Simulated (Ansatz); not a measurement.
A nudged elastic band was laid between two geometries of C₂H₈BN (12 atoms, charge 0, multiplicity 1).

Level of theory: Ansatz, RKS PBE0-D4/STO-3G.

```yaml
movable_images: 7
climbing_image: yes
spring: 5.0 eV/Å²
optimiser: quadratic models (default)
start_path: through a guess of the saddle point
force_threshold: 0.5 eV/Å
iteration_limit: 60
end_points: relaxed
```

Initial state:

```xyz
12
Properties=species:S:1:pos:R:3
B -1.306 1.618 0.048
C -0.441 0.405 -0.427
N 0.678 0.019 0.501
C 1.227 -1.316 0.097
H -2.074 2.098 -0.699
H -1.239 2.027 1.147
H -0.002 0.622 -1.419
H -1.153 -0.434 -0.619
H 0.225 -0.137 1.441
H 1.715 -1.216 -0.885
H 0.463 -2.114 0.019
H 1.985 -1.627 0.831
```

Final state:

```xyz
12
Properties=species:S:1:pos:R:3
B -1.308 1.615 0.049
C -0.437 0.408 -0.429
N 0.681 0.021 0.499
C 1.226 -1.317 0.097
H -1.247 2.018 1.151
H -2.073 2.099 -0.698
H 0.002 0.628 -1.420
H -1.148 -0.432 -0.624
H 0.227 -0.133 1.439
H 1.713 -1.221 -0.885
H 0.458 -2.112 0.021
H 1.983 -1.630 0.832
```

Task: What changes between the two ends?

Result: No bond is made or broken. The dihedral H6–B1–C2–N3 goes from -13 to 169°. The two ends are copies of one structure, up to a mirror image or an exchange of like atoms.

Task: What energy profile does the band end with?

Result: It converged. The highest image is number 4 of 0 to 8, 0.139 eV above the ends, which have the same energy within 2 meV. The threshold of 0.5 eV/Å is loose, so the images may lie well off the minimum-energy path. Another band between the same ends (7 images) ends at a top of the same energy, where a vibrational analysis finds 1 clearly imaginary mode. Limits of this set-up: minimal basis.

```tsv
image	path coordinate (Å)	energy (eV)	dihedral H6–B1–C2–N3 (°)
0	0.00	0.000	-13
1	0.56	0.015	7
2	1.13	0.062	29
3	1.69	0.125	53
4	2.26	0.139	76
5	2.83	0.107	97
6	3.40	0.091	119
7	3.97	0.029	146
8	4.54	0.000	169
```

Task: What is the geometry of the highest image?

Result: 
```xyz
12
Properties=species:S:1:pos:R:3
B -1.228 1.646 0.043
C -0.466 0.383 -0.520
N 0.436 -0.083 0.616
C 1.214 -1.281 0.142
H -2.338 1.568 0.427
H -0.672 2.677 0.136
H 0.201 0.660 -1.352
H -1.132 -0.424 -0.878
H -0.225 -0.472 1.346
H 1.914 -0.958 -0.643
H 0.580 -2.089 -0.272
H 1.792 -1.683 0.988
```

Time of the run: 91 s on 1 thread of Arm Neoverse V2, on a shared host, peak memory 0.088 GiB.
